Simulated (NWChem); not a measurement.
Species: SiI2F2; SMILES F[Si](F)(I)I

Program: NWChem. The geometry was optimised at PBE0/def2-SVP. def2 effective core potentials on I; no spin-orbit coupling. Level PBE/def2-SVP: energy and gradient on several grids; changes count from the extra-fine grid, which is no exact limit either.

Problem. Which is the coarsest grid (xcoarse; coarse; xfine; fine; medium) from which on the energy stays within 50 μHa and each gradient component within 100 μHa/bohr of xfine?

Solution. medium.
| grid | size of the energy change (μHa) | largest change of a gradient component (μHa/bohr) |
|---|---|---|
| xcoarse | 700 | 700 |
| coarse | 40 | 200 |
| medium | < 10 | 60 |
| fine | < 10 | < 30 |
| xfine | < 10 | < 30 |
